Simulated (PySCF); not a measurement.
(E)-3-chloropent-3-en-1-yne (C₅H₅Cl), SMILES C(/C(=C\C)Cl)#C. Heavy atoms are numbered as in [CH:1]#[C:2]/[C:3]([Cl:4])=[CH:5]\[CH3:6]. Hydrogens are named by the atom that carries them.

The structure is a stationary point at B3LYP-D3(BJ)/def2-SVP.

Calculation: PySCF with KT2/pcSseg-1.

GIAO shieldings, no solvent; atoms alike by connectivity are averaged. δ = σ(ref) − σ: ¹³C against TMS (σ = 185.1 ppm); ³⁵Cl against HCl (σ = 945.4 ppm); ¹H against TMS (σ = 31.47 ppm), references at their B3LYP-D3(BJ)/def2-TZVP geometries, non-relativistic (without spin–orbit terms, shifts of atoms bonded to Cl or Br come out too high).

Computed chemical shifts:
```csv
nucleus,atoms,count,δ (ppm)
¹³C,C5 (CH),1,137.4
¹³C,C3,1,119.3
¹³C,C1 (CH),1,86.6
¹³C,C2,1,77.7
¹³C,C6 (CH3),1,22.1
³⁵Cl,Cl4,1,311.6
¹H,H on C5,1,6.33
¹H,H on C1,1,3.90
¹H,H on C6,3,2.37
```
